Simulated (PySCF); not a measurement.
How methods differ on the interval between two levels of Rh

Rh [Kr] 4d8 5s1 [4F9/2, M_J = 9/2] → Rh [Kr] 4d7 5s1 5p1 [6G13/2, M_J = 13/2], as a difference of total energies. All numbers are calculated (PySCF 2.14, the two-component X2C-1e Hamiltonian, in x2c-TZVPall-2c (8s9p7d1f, 77 functions)). Correlated levels: [Ar] 3d10 frozen; the 6 highest virtual spinors dropped. "Screened" scales the spin-orbit matrix elements by Boettger's factors to mimic the two-electron term; Breit and QED terms are absent.

```tsv
method	interval between two levels (cm⁻¹)
GHF (spin-free)	24213
GMP2 (spin-free)	33290
GHF (screened spin-orbit)	24307
GMP2 (screened spin-orbit)	33394
```

The labels give the starting determinants; with spin-orbit coupling the two ends relaxed to ⟨J²⟩ = 24.76, ⟨L²⟩ = 12.05, ⟨S²⟩ = 3.75 and ⟨J²⟩ = 48.76, ⟨L²⟩ = 20.16, ⟨S²⟩ = 8.69.
